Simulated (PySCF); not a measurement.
BiCl$_{2}$, doublet, geometry from GFN2-xTB (such geometries of metal compounds can be far from the true shape) (the spin is typed, not shown lowest) (core potentials on Bi); DF-WB97M-V/def2-SVP (PySCF).

PySCF was given this input:
```python
from pyscf import gto, scf, dft

mol = gto.M(
    atom='''
Bi    0.31935808   -0.02910973    0.37116121
Cl    0.59421202    0.41454246   -2.06120785
Cl   -2.15343088   -0.27241847    0.24906782
''',
    basis='def2-svp',
    ecp={'Bi': 'def2-svp'},
    spin=1,
    verbose=4,
)

mf = dft.UKS(mol)
mf.xc = 'wb97m_v'
mf = mf.density_fit(auxbasis='def2-universal-jkfit')
mf.kernel()
```

The log (banner, timings and long lists left out):

```
PySCF version 2.14.0

[INPUT] verbose = 4
[INPUT] num. atoms = 3
[INPUT] num. electrons = 57
[INPUT] charge = 0
[INPUT] spin (= nelec alpha-beta = 2S) = 1
[INPUT] symmetry False subgroup None
[INPUT] Mole.unit = angstrom
[INPUT] Symbol           X                Y                Z      unit          X                Y                Z       unit  Magmom
[INPUT]  1 Bi     0.319358080000  -0.029109730000   0.371161210000 AA    0.603499306867  -0.055009417260   0.701393034962 Bohr   0.0
[INPUT]  2 Cl     0.594212020000   0.414542460000  -2.061207850000 AA    1.122897977725   0.783371716403  -3.895118322304 Bohr   0.0
[INPUT]  3 Cl    -2.153430880000  -0.272418470000   0.249067820000 AA   -4.069394591381  -0.514796299573   0.470669966242 Bohr   0.0

nuclear repulsion = 208.185392685627
number of shells = 26
number of NR pGTOs = 133
number of NR cGTOs = 62
basis = def2-svp
ecp = {'Bi': 'def2-svp'}

******** <class 'pyscf.df.df_jk.DFUKS'> ********
method = DFUKS
initial guess = minao
damping factor = 0
level_shift factor = 0
DIIS = <class 'pyscf.scf.diis.CDIIS'>
diis_start_cycle = 1
diis_space = 8
diis_damp = 0
SCF conv_tol = 1e-09
SCF conv_tol_grad = None
SCF max_cycles = 50
direct_scf = False
number electrons alpha = 29  beta = 28
XC library pyscf.dft.libxc version 7.1.2
    S. Lehtola, C. Steigemann, M. J. T. Oliveira, and M. A. L. Marques,  SoftwareX 7, 1–5 (2018)
XC functionals = wb97m_v
    N. Mardirossian and M. Head-Gordon,  J. Chem. Phys. 144, 214110 (2016)
radial grids:
    Treutler-Ahlrichs [JCP 102, 346 (1995); DOI:10.1063/1.469408] (M4) radial grids

becke partition: Becke, JCP 88, 2547 (1988); DOI:10.1063/1.454033
pruning grids: <function nwchem_prune>
grids dens level: 3
symmetrized grids: False
atomic radii adjust function: <function treutler_atomic_radii_adjust>
** Following is NLC and NLC Grids **
NLC functional = wb97m_v
radial grids:
    Treutler-Ahlrichs [JCP 102, 346 (1995); DOI:10.1063/1.469408] (M4) radial grids

becke partition: Becke, JCP 88, 2547 (1988); DOI:10.1063/1.454033
pruning grids: <function nwchem_prune>
grids dens level: 3
symmetrized grids: False
atomic radii adjust function: <function treutler_atomic_radii_adjust>
small_rho_cutoff = 0
Set gradient conv threshold to 3.16228e-05
tot grids = 61208
tot grids = 61208
******** <class 'pyscf.df.df.DF'> ********
auxbasis = def2-universal-jkfit
Create RSH-DF object <pyscf.df.df.DF object> for omega=0.3
******** <class 'pyscf.df.df.DF'> ********
auxbasis = auxmol.basis = def2-universal-jkfit
init E= -1107.94018712205

cycle= 1 E= -1133.60964238272  delta_E= -25.7  |g|= 1.32  |ddm|= 9.06
cycle= 2 E= -1134.09803006276  delta_E= -0.488  |g|= 1.09  |ddm|=  3.8
cycle= 3 E= -1134.69279283291  delta_E= -0.595  |g|= 0.0768  |ddm|= 1.48
cycle= 4 E= -1134.69782821607  delta_E= -0.00504  |g|= 0.024  |ddm|= 0.192
cycle= 5 E= -1134.69854164246  delta_E= -0.000713  |g|= 0.00801  |ddm|= 0.0515
cycle= 6 E= -1134.69873730145  delta_E= -0.000196  |g|= 0.00345  |ddm|= 0.0263
cycle= 7 E= -1134.69878030206  delta_E= -4.3e-05  |g|= 0.00106  |ddm|= 0.0147
cycle= 8 E= -1134.69878435445  delta_E= -4.05e-06  |g|= 0.00035  |ddm|= 0.00476
cycle= 9 E= -1134.6987846525  delta_E= -2.98e-07  |g|= 0.000112  |ddm|= 0.00127
cycle= 10 E= -1134.69878470384  delta_E= -5.13e-08  |g|= 4.71e-05  |ddm|= 0.000566
cycle= 11 E= -1134.69878471476  delta_E= -1.09e-08  |g|= 1.54e-05  |ddm|= 0.000307
cycle= 12 E= -1134.6987847157  delta_E= -9.45e-10  |g|= 4.72e-06  |ddm|= 9.53e-05
Extra cycle  E= -1134.69878471574  delta_E= -4.3e-11  |g|= 2.6e-06  |ddm|= 1.45e-05
converged SCF energy = -1134.69878471574  <S^2> = 0.75283096  2S+1 = 2.002829
```
